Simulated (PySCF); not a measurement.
## Spin-rotation constants: `[CH3][Al]([CH3])[F]`, C2H6AlF

Geometry (Å), atoms numbered from 1 in this order:
```xyz
10

Al   -0.311   -0.530   -0.003
C     1.670   -0.707    0.001
H     2.128   -0.302    0.907
H     2.141   -0.187   -0.837
H     1.959   -1.761   -0.065
C    -1.433    1.112    0.003
H    -1.327    1.697   -0.914
H    -1.187    1.789    0.825
H    -2.491    0.852    0.098
F    -1.150   -1.962   -0.014
```

The calculation used GIAO KT3/def2-SVP magnetisability, rotational g tensor and spin-rotation constants, non-relativistic, gas phase in PySCF. Geometry: GFN2-xTB.

Question: Give the nuclear spin-rotation constants along the inertial axes (H = +C I·J) beside the isotropic shieldings.

Answer: Rotational constants 6.2154, 4.6068, 2.7339 GHz. A star marks the isotopologue with that one atom substituted, in its own axes.
```tsv
atom	isotope	Caa (kHz)	Cbb (kHz)	Ccc (kHz)	mean (kHz)	σ (ppm)
Al1	27Al	2.745	3.422	1.719	2.629	409.5
H3	1H	-0.662	-0.382	-0.100	-0.381	32.1
H4	1H	-0.674	-0.322	-0.131	-0.376	32.1
H5	1H	-0.274	-0.278	-0.323	-0.292	32.0
H7	1H	-0.657	-0.402	-0.091	-0.383	32.1
H8	1H	-0.678	-0.300	-0.143	-0.373	32.1
H9	1H	-0.276	-0.280	-0.322	-0.292	32.0
F10	19F	11.146	3.775	2.057	5.659	277.7
C2	13C*	0.546	0.455	0.247	0.416	200.7
```
For the geometry as given, no vibrational averaging.
